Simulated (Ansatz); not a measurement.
`CC[SiH](F)Br` + HI → `CC[SiH](F)I` + HBr  (ligand exchange at the Si–Br bond)

Calculated with Ansatz (gas phase, PBE0-D4/def2-TZVP geometries, no zero-point term in ΔE). CCSD(T)/CBS is the MP2 limit (def2-TZVPP, def2-QZVPP) plus CCSD(T) − MP2 in def2-TZVPP, frozen cores. Functionals use def2-TZVPP. B3LYP here is the variant with VWN-RPA as its local correlation; programs differ in this. def2 core potentials past Kr. For Br, I outer-core shells are correlated without core-valence functions, which leaves a few kJ/mol of doubt a bond. Scalar relativity is left out up to krypton. Each species was taken in one conformer, which may not be the lowest.

`CC[SiH](F)Br`:

Z-matrix (Å, degrees):
```
C
C 1 1.528
H 1 1.093 2 111.6
H 1 1.092 2 111.0 3 -119.8
H 1 1.092 2 111.4 3 120.3
Si 2 1.852 1 113.0 3 -59.6
H 2 1.096 1 111.0 3 61.2
H 2 1.095 1 111.1 3 179.0
Br 6 2.213 2 110.5 1 -178.5
F 6 1.596 2 109.5 1 -60.0
H 6 1.480 2 113.9 1 59.9
```

HI:

Cartesian coordinates in Å:
```
I -0.610 0.466 -0.242
H 0.610 -0.466 0.242
```

`CC[SiH](F)I`:

Cartesian coordinates in Å:
```
C -0.966 0.993 0.370
C -0.403 -0.004 -0.638
Si 1.009 -1.036 -0.021
F 0.538 -1.873 1.256
I 2.875 0.371 0.671
H -1.326 0.488 1.269
H -1.802 1.551 -0.056
H -0.206 1.714 0.679
H -0.058 0.506 -1.545
H -1.178 -0.710 -0.962
H 1.517 -2.000 -1.022
```

HBr:

```xyz
2

Br    0.395   -0.271    0.524
H    -0.395    0.271   -0.524
```

```
             level  ΔE (kJ/mol)  difference from CCSD(T)/CBS
            PBE-D4          8.4                         -1.0
           ωB97X-V         12.7                          3.3
           ωB97M-V         13.0                          3.6
            B2PLYP         13.7                          4.3
             B3LYP         15.4                          6.0
     HF/def2-TZVPP         19.0                          9.6
    MP2/def2-TZVPP          9.1                         -0.3
    MP2/def2-QZVPP          6.6                         -2.8
SCS-MP2/def2-QZVPP          9.6                          0.2
      HF/CBS(def2)         18.4                          9.0
       CCSD(T)/CBS          9.4                            0
```

Largest T1 diagnostic among the species: 0.009.

The D4 term adds −4.0 kJ/mol with B3LYP and −2.3 kJ/mol with PBE0; it sums over pairs of atoms, weighted by their polarisabilities, and B3LYP, whose exchange is more repulsive, gets the larger term. In def2-TZVPP, CCSD(T) changes the Hartree–Fock value by −5.6 kJ/mol (the triples alone add −1.4 kJ/mol) and MP2 by −9.9 kJ/mol.
